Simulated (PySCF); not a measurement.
**H (hydrogen, neutral) across methods**

1s1, 2S determinant. All numbers are calculated (PySCF 2.14, scalar relativity by spin-free X2C-1e, in x2c-QZVPPall (4s3p2d1f, 30 functions)).

```json
{"method": "PBE0", "E (hartree)": "-0.5013", "mean ε 1s α (eV)": "-9.126", "Σ⟨r²⟩ (bohr²)": "3.136", "⟨S²⟩": "0.750"}
{"method": "UHF", "E (hartree)": "-0.49999", "mean ε 1s α (eV)": "-13.605", "Σ⟨r²⟩ (bohr²)": "2.999", "⟨S²⟩": "0.750"}
{"method": "HSE06", "E (hartree)": "-0.5015", "mean ε 1s α (eV)": "-8.718", "Σ⟨r²⟩ (bohr²)": "3.135", "⟨S²⟩": "0.750"}
{"method": "LDA", "E (hartree)": "-0.4786", "mean ε 1s α (eV)": "-7.311", "Σ⟨r²⟩ (bohr²)": "3.352", "⟨S²⟩": "0.750"}
{"method": "r2SCAN", "E (hartree)": "-0.5002", "mean ε 1s α (eV)": "-8.022", "Σ⟨r²⟩ (bohr²)": "3.089", "⟨S²⟩": "0.750"}
{"method": "B97-3", "E (hartree)": "-0.5039", "mean ε 1s α (eV)": "-9.206", "Σ⟨r²⟩ (bohr²)": "3.059", "⟨S²⟩": "0.750"}
{"method": "revPBE", "E (hartree)": "-0.5045", "mean ε 1s α (eV)": "-7.616", "Σ⟨r²⟩ (bohr²)": "3.167", "⟨S²⟩": "0.750"}
{"method": "CAM-B3LYP", "E (hartree)": "-0.4991", "mean ε 1s α (eV)": "-10.506", "Σ⟨r²⟩ (bohr²)": "3.191", "⟨S²⟩": "0.750"}
```

**Question.** Estimate the same row for PBE.

**Answer.** E (hartree) = -0.4999; mean ε 1s α (eV) = -7.584; Σ⟨r²⟩ (bohr²) = 3.202; ⟨S²⟩ = 0.750.

For one electron the Hartree and exchange-correlation energies should cancel; what remains is the self-interaction error.
